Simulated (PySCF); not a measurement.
F$_{6}$Ru, triplet, geometry from GFN2-xTB (such geometries of metal compounds can be far from the true shape) (core potentials on Ru).

Here is a job for PySCF.
```python
from pyscf import gto, scf, dft

mol = gto.Mole()
mol.atom = '''
    Ru    0.00000000   -0.00000000    0.00000000
    F     1.11244871   -0.44890361   -1.39875666
    F    -1.11244871    0.44890361    1.39875666
    F    -1.15977093    0.80852538   -1.18186077
    F    -0.90164630   -1.59384724   -0.20557649
    F     0.90164630    1.59384724    0.20557649
    F     1.15977093   -0.80852538    1.18186077
'''
mol.basis = 'def2-svp'
mol.ecp = {'Ru': 'def2-svp'}
mol.spin = 2
mol.verbose = 4
mol.build()

mf = dft.UKS(mol)
mf.xc = 'blyp'
mf.kernel()
```

Q: What does this run give for the number of basis functions, total energy, <S^2>, HOMO energy, Mulliken (on the basis functions themselves) charges in atom order, nuclear repulsion energy?

A: 
```json
{
  "number_of_basis_functions": "115",
  "total_energy": "-693.4340 Eh",
  "<S^2>": "2.005",
  "HOMO energy": "-8.60 eV",
  "Mulliken (on the basis functions themselves) charges in atom order": "Ru1 1.17, F2 -0.19, F3 -0.19, F4 -0.19, F5 -0.19, F6 -0.19, F7 -0.19",
  "nuclear_repulsion_energy": "480.3861 Eh"
}
```

These values belong to the state on which the SCF converged, which isn't shown to be the lowest.

Q: Roughly what does it cost on one core?

A: around 40 core-seconds (rough).
